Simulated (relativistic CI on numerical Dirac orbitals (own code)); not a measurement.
# Mo4+ (4d2) in a crystal field

Calculated by Dirac-Coulomb-Breit CI, KLI orbitals optimised for each configuration, a model potential for QED, valence Slater integrals scaled by 0.7, one configuration in a parametric crystal field (own radial code).

Field parameters in Wybourne normalisation: D4h B²₀ = −7Ds, B⁴₀ = 21(Dq − Dt), B⁴₄ = 21√(5/14) Dq; Oh B⁴₀ = 21Dq, B⁴₄ = √(5/14) B⁴₀. The field is a parameter set, without covalency.

S and J are read from ⟨S²⟩ = S(S + 1) and ⟨J²⟩ = J(J + 1) of each level; they are not fictitious spins.

D4h, 10Dq = 17850, Ds = 1170, Dt = 910 cm⁻¹, the lowest 16 levels:

| E (cm⁻¹) | Degeneracy | Irrep | S | J |
| --- | --- | --- | --- | --- |
| 0.0 | 1 | B1 | 1.00 | 2.58 |
| 178 | 1 | B2 | 1.00 | 2.80 |
| 366 | 2 | E | 1.00 | 2.78 |
| 493 | 1 | A1 | 0.99 | 2.72 |
| 1222 | 1 | A2 | 1.00 | 3.44 |
| 2201 | 2 | E | 1.00 | 3.34 |
| 2521 | 1 | A1 | 1.00 | 3.67 |
| 7200 | 2 | E | 0.95 | 3.31 |
| 7505 | 1 | B1 | 1.00 | 3.43 |
| 9447 | 1 | A1 | 0.05 | 3.07 |
| 9864 | 1 | B2 | 0.30 | 2.72 |
| 9990 | 2 | E | 0.16 | 3.03 |
| 10835 | 1 | B1 | 0.13 | 3.06 |
| 12726 | 1 | A2 | 1.00 | 2.72 |
| 12750 | 1 | A1 | 0.99 | 2.86 |
| 12837 | 2 | E | 0.99 | 2.89 |

Oh, 10Dq = 30250 cm⁻¹, the lowest 10 levels:

```
E (cm⁻¹)  Degeneracy  Irrep     S     J
     0.0           2      E  1.00  2.68
    34.9           3     T2  1.00  2.73
    1120           3     T1  1.00  3.38
    1590           1     A1  1.00  3.67
    9353           3     T2  0.02  3.15
    9467           2      E  0.02  3.20
   20941           1     A1  0.02  2.86
   29009           1     A2  1.00  3.00
   29237           3     T2  1.00  3.09
   29643           3     T1  1.00  3.41
```

Oh, 10Dq = 23450 cm⁻¹, the lowest 10 levels:

```
E (cm⁻¹)  Degeneracy  Irrep     S     J
     0.0           2      E  1.00  2.66
    47.7           3     T2  1.00  2.73
    1167           3     T1  1.00  3.40
    1661           1     A1  1.00  3.70
    9399           3     T2  0.02  3.11
    9559           2      E  0.02  3.18
   20621           1     A1  0.03  2.98
   22333           1     A2  1.00  3.00
   22584           3     T2  1.00  3.08
   22975           3     T1  1.00  3.42
```

The free-ion ground term has S = 1. Every field shown keeps that spin.

Levels of this model without a field, named by their leading LS term (the scale mimics covalency, so terms lie below those of the real free ion): 3F_2 0, 3F_3 1485, 3F_4 3149, 1D_2 9304, 3P_0 9939, 3P_1 10557, 3P_2 12134, 1G_4 14128 cm⁻¹.
